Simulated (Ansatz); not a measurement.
**Abstraction of H: GeH(OH)3 + Si(OH)2(SiH3) → Ge(OH)3 + SiH(OH)2(SiH3)**

Gas-phase species: GeH(OH)3, singlet; Si(OH)2(SiH3), doublet; Ge(OH)3, doublet; SiH(OH)2(SiH3), singlet. A radical takes H: the energy is the difference in strength between the Ge–H bond broken and the Si–H bond made.

Shapes, held fixed at every level: PBE0-D4/def2-TZVP. Flexible molecules stand in one conformer, not always the lowest. Programs: Ansatz 0.2.0. The zero-point and thermal change to 298 K, harmonic and unscaled (PBE0-D4/def2-TZVP), is +0.6 kJ/mol.

Q: Estimate ΔH(298 K) of this reaction.

A: The highest level, CCSD(T)/def2-TZVPP, gives ΔH(298 K) = -20.0 kJ/mol; the levels span -30.4 to -16.2. The column of differences is taken from that level and isn't an error. No measured value is set beside it here. Open shells run unrestricted. Relativity is left out for Ge. Outer-core shells of Ge are correlated, in sets that cover them unevenly.

| level | kind | ΔH(298 K) (kJ/mol) | less CCSD(T)/def2-TZVPP |
| --- | --- | --- | --- |
| HF/def2-TZVPP | Hartree–Fock | -16.3 | +3.7 |
| SPW92/def2-TZVPP | LDA | -24.1 | -4.1 |
| r2SCAN-D4/def2-TZVPP | meta-GGA | -25.6 | -5.6 |
| B3LYP-D4/def2-TZVPP | global hybrid | -30.4 | -10.4 |
| PBE0-D4/def2-TZVPP | global hybrid | -22.6 | -2.6 |
| wB97X-V/def2-TZVPP | range-separated hybrid | -24.8 | -4.8 |
| CCSD(T)/def2-SVP | coupled cluster or CI | -16.2 | +3.8 |
| CCSD(T)/def2-TZVPP | coupled cluster or CI | -20.0 | 0.0 |
